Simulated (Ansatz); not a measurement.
Kohn–Sham single points on `[CH]=C[SiH](Cl)Cl` radical.

```yaml
crystal:
  periodic: [false, false, false]
  atoms:
    - {symbol: C, position_ang: [-0.467204, 1.549841, 0.659263]}
    - {symbol: C, position_ang: [-0.193615, 0.279140, 0.737886]}
    - {symbol: Si, position_ang: [0.301599, -0.635846, -0.791093]}
    - {symbol: Cl, position_ang: [-1.013128, -2.166627, -1.130880]}
    - {symbol: Cl, position_ang: [2.164150, -1.443534, -0.534591]}
    - {symbol: H, position_ang: [-0.772548, 2.376448, 1.285646]}
    - {symbol: H, position_ang: [-0.249630, -0.262110, 1.689032]}
    - {symbol: H, position_ang: [0.322478, 0.245591, -1.971064]}
basis:
  gaussian: {orbitals: def2-TZVPP}
magnetization: {spin_polarized: true, initial_magnetization: 1}
hamiltonian: {xc: {name: PBE-QIDH}}
```

```sh
$ ansatz run in.yaml --threads 4 --pin off --events-out ev --progress --plain
```

Output, abridged:

```
Functional definition: PBE-QIDH
1360 factors; integrals over basis functions are off by at most 9.4e-4 eV
mean field evaluation 1: about -35015.7770 eV, gradient 2.2e1 eV
mean field evaluation 2: about -35015.7811 eV, gradient 2.2e1 eV
mean field evaluation 4: about -35018.3869 eV, gradient 2.2e0 eV
mean field evaluation 8: about -35018.4606 eV, gradient 3.7e-1 eV
mean field evaluation 16: about -35018.4730 eV, gradient 4.1e-3 eV
mean field -35018.47302927 eV, -1286.9051474522 hartree, gradient 2.9e-6 eV, S^2 0.798689; 0 other end points of the search recorded, 0 dependent functions left out
17 core orbitals not correlated: weight in the atoms' cores, before any rotation towards them, 1.000 or more for the frozen orbitals, at most 0.000 for the correlated occupied ones
reference -35018.47304196 eV, -1286.9051479184 hartree; 15, 14 occupied and 198, 199 virtual orbitals, 1360 factors
second order -23.91385378 eV of doubles, -0.00000000 eV of singles
Total energy: -35026.44432655 eV, -1287.1980872241 hartree
```

Run time 8.5 s (4 threads of a server CPU on a shared host); peak host memory 0.72 GiB.

Changing it to `hamiltonian: {xc: {name: B2PLYP}}` (abridged; 8 s):

```
Functional definition: B2PLYP
mean field evaluation 16: about -35028.5806 eV, gradient 6.1e-3 eV
mean field -35028.58064274 eV, -1287.2765953959 hartree, gradient 1.6e-6 eV, S^2 0.773851
17 core orbitals not correlated: weight in the atoms' cores, before any rotation towards them, 1.000 or more for the frozen orbitals, at most 0.000 for the correlated occupied ones
second order -25.91044609 eV of doubles, -0.00000000 eV of singles
Total energy: -35035.57664435 eV, -1287.5336937131 hartree
```

With the line `hamiltonian: {xc: {name: CAM-B3LYP}, dispersion: d4}` (abridged; 8 s):

```
Functional definition: CAM-B3LYP
mean field evaluation 16: about -35047.4934 eV, gradient 8.1e-4 eV
mean field -35047.49338461 eV, -1287.9716258401 hartree, gradient 8.5e-5 eV, S^2 0.760560
Total energy: -35047.70489700 eV, -1287.9793987770 hartree
```

With the line `hamiltonian: {xc: {name: wB97X-V}}` (abridged; 11 s):

```
Functional definition: wB97X-V
mean field evaluation 16: about -35042.1886 eV, gradient 7.1e-4 eV
mean field -35042.18858641 eV, -1287.7766781021 hartree, gradient 6.2e-5 eV, S^2 0.759404
Total energy: -35042.18858474 eV, -1287.7766780405 hartree
```

The same input with `hamiltonian: {xc: {name: B3LYP}, dispersion: d4}` and forces (abridged; 7 s):

```
Functional definition: B3LYP
mean field evaluation 16: about -35049.2108 eV, gradient 5.0e-4 eV
mean field -35049.21083482 eV, -1288.0347409714 hartree, gradient 8.1e-6 eV, S^2 0.758627
Total energy: -35049.60149660 eV, -1288.0490975270 hartree
Atom 0 force    -0.027777     0.035675     0.104687 eV/Å
Atom 1 force    -0.027832     0.083175     0.047592 eV/Å
Atom 2 force    -0.024505     0.221694    -0.138527 eV/Å
Atom 3 force    -0.161077    -0.170454    -0.042016 eV/Å
Atom 4 force     0.221169    -0.083522     0.029744 eV/Å
Atom 5 force     0.018684    -0.043611    -0.047032 eV/Å
Atom 6 force     0.004340     0.015466    -0.041378 eV/Å
Atom 7 force    -0.003002    -0.058424     0.086930 eV/Å
Dipole moment:    -0.120761     0.319979     0.255292 e Å
```

Changing it to `hamiltonian: {xc: hse06, dispersion: d4}` (abridged; 7 s):

```
Functional definition: HSE06
mean field evaluation 16: about -35032.9595 eV, gradient 5.2e-4 eV
mean field -35032.95950362 eV, -1287.4375155653 hartree, gradient 9.2e-6 eV, S^2 0.762750
Total energy: -35033.15224719 eV, -1287.4445987609 hartree
```

B3LYP takes the VWN-RPA correlation (the form of Gaussian; ORCA's B3LYP/G).

HSE06 is the plane-wave form, built on full-range PBE exchange.
